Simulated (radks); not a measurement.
Values are calculated unless marked as measured or tabulated.
Question: All-electron atom: the sulfur ion S6+ in [Ne]. Code: a radial shooting solver on a logarithmic mesh with Libxc functionals. Model: scalar-relativistic Kohn-Sham, LDA (Slater exchange, Perdew-Wang correlation), spin-unpolarised, spherical densities, point nucleus. Some entries of the table are withheld. Estimate them.

orbital,occ.,eigenvalue (hartree),<r> (bohr)
1s,2,-92.01970,0.09712
2s,2,-11.45947,0.4757
2p,6,(1),0.4358
3s,0,-3.45515,1.351
3p,0,-2.96690,(2)

Answer: 
(1) 2p eigenvalue (hartree): -9.48402
(2) 3p <r> (bohr): 1.410
